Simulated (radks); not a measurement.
Task: Zn8+, 22 electrons, occupied as [Ar] 3d4. All-electron calculation, Dirac Kohn-Sham, PBEsol, spin-unpolarised, spherical densities, finite nucleus; open shells fill j = l - 1/2 first; Fermi nuclear charge, rms radius 3.9283 fm. Program: a radial shooting solver on a logarithmic mesh with Libxc functionals. Some entries of the table are withheld. Estimate them.

orbital  occ.  eigenvalue (hartree)  <r> (bohr)  r(max) (bohr)
1s1/2       2             -356.8691     0.05034        0.03293
2s1/2       2             -49.88829      0.2259         0.1895
2p1/2       2             -44.81828      0.1959            (1)
2p3/2       4             -43.94283      0.1993            (2)
3s1/2       2             -11.36529      0.6418         0.5733
3p1/2       2              -9.72172         (3)         0.5657
3p3/2       4              -9.58678         (4)         0.5726
3d3/2       4                   (5)      0.6472         0.5066
3d5/2       0                   (6)      0.6495         0.5085
4s1/2       0                   (7)       1.476          1.398
4p1/2       0                   (8)       1.558          1.473
4p3/2       0                   (9)       1.571          1.486

Result: 
(1) 2p1/2 r(max) (bohr): 0.1503
(2) 2p3/2 r(max) (bohr): 0.1531
(3) 3p1/2 <r> (bohr): 0.6464
(4) 3p3/2 <r> (bohr): 0.6540
(5) 3d3/2 eigenvalue (hartree): -6.84450
(6) 3d5/2 eigenvalue (hartree): -6.82304
(7) 4s1/2 eigenvalue (hartree): -4.29629
(8) 4p1/2 eigenvalue (hartree): -3.78253
(9) 4p3/2 eigenvalue (hartree): -3.75245
